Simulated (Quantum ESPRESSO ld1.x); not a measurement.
Values are calculated unless marked as measured or tabulated.
Charge is removed step by step from the 5d5/2 level of Os3+, starting from [Xe] 4f14 5d(3/2: 4, 5/2: 1). Level of theory: Dirac Kohn-Sham, PBE, spin-unpolarised, spherical densities, point nucleus (ld1.x of Quantum ESPRESSO 7.5).

removed (e)  E - E(0) (eV)  eigenvalue (eV)  E minus straight line (eV)
0                    0.000          -34.191                       0.000
0.2                  7.090          -36.717                      -1.035
0.4                 14.690          -39.285                      -1.561
0.6                 22.807          -41.895                      -1.569
0.8                 31.450          -44.544                      -1.052
1                   40.627          -47.232                       0.000

Removing the whole electron costs 40.627 eV by Delta-SCF, against 34.191 eV from minus the eigenvalue at the starting occupation. Integrating minus the eigenvalue over the occupation (Janak's theorem) gives 40.631 eV. The mean slope of the eigenvalue, de/dn, is 13.0 eV per electron. Ionisation energy of Os3+ in the NIST Atomic Spectra Database: 41 eV (theoretical).

Beside tabulated values, note that spin-unpolarised runs miss the spin-polarisation part of the exchange energy of open shells.
